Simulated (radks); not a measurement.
Hg2+, 78 electrons, occupied as [Kr] 4d10 4f14 5s2 5p5.5 5d10 6d0.5 (fractional occupations, a model configuration). All-electron calculation, Dirac Kohn-Sham, XLYP, spin-unpolarised, spherical densities, point nucleus; open shells are shared between the two j in proportion to 2j + 1. Program: a radial shooting solver on a logarithmic mesh with Libxc functionals.

Unscreened Slater integrals over Kohn-Sham orbitals (hartree). Large and small components are both included.

integral            value
F0(6d5/2,6d5/2)   0.19187
F2(6d5/2,6d5/2)   0.10403
F4(6d5/2,6d5/2)  0.070139
F0(6d5/2,6d3/2)   0.19384
F2(6d5/2,6d3/2)   0.10507
G2(6d5/2,6d3/2)   0.10497
G4(6d5/2,6d3/2)  0.070741
F0(6d5/2,5d5/2)   0.24628
F2(6d5/2,5d5/2)  0.048421
F4(6d5/2,5d5/2)  0.020504
G0(6d5/2,5d5/2)  0.011794
G2(6d5/2,5d5/2)  0.014468
G4(6d5/2,5d5/2)  0.011664
F0(6d5/2,5d3/2)   0.24700
F2(6d5/2,5d3/2)  0.046823
G2(6d5/2,5d3/2)  0.014472
G4(6d5/2,5d3/2)  0.011545
F0(6d3/2,6d3/2)   0.19591
F2(6d3/2,6d3/2)   0.10628
F0(6d3/2,5d5/2)   0.25069
F2(6d3/2,5d5/2)  0.050107
G2(6d3/2,5d5/2)  0.014240
G4(6d3/2,5d5/2)  0.011592
F0(6d3/2,5d3/2)   0.25141
F2(6d3/2,5d3/2)  0.048379
G0(6d3/2,5d3/2)  0.011492
G2(6d3/2,5d3/2)  0.014096
F0(5d5/2,5d5/2)   0.63158
F2(5d5/2,5d5/2)   0.32747
F4(5d5/2,5d5/2)   0.21707
F0(5d5/2,5d3/2)   0.64253
F2(5d5/2,5d3/2)   0.33304
G2(5d5/2,5d3/2)   0.33254
G4(5d5/2,5d3/2)   0.22061
F0(5d3/2,5d3/2)   0.65415
F2(5d3/2,5d3/2)   0.33957
